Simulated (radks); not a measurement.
The numbers below are computed, except where a source is named.
Question: Coherent X-ray form factor from a spherical all-electron density. Level of theory: scalar-relativistic Kohn-Sham, LDA (Slater exchange, Perdew-Wang correlation), spin-polarised, spherical densities, point nucleus (a radial shooting solver on a logarithmic mesh with Libxc functionals).

| sin(theta)/lambda (1/angstrom) | f0 (electrons) |
|---|---|
| 0.05 | 48.201 |
| 0.1 | 46.104 |
| 0.15 | 43.327 |
| 0.2 | 40.371 |
| 0.25 | 37.492 |
| 0.3 | 34.783 |
| 0.4 | 29.988 |
| 0.5 | 26.102 |
| 0.6 | 23.102 |
| 0.8 | 19.070 |
| 1 | 16.349 |
| 1.25 | 13.466 |
| 1.5 | 10.906 |
| 2 | 7.357 |

The species is in the configuration that NIST lists as its ground one. Which atom or ion scatters so?

Answer: The tin ion Sn+, [Kr] 4d10 5s2 5p1. Extrapolating in s^2 from the first two rows gives f0(0) = 48.9, near the electron count 49; among species with that count, the fall with angle is slower the higher Z, and the table is that of Z = 50; from so few rows the species is fixed only to a neighbour or two.
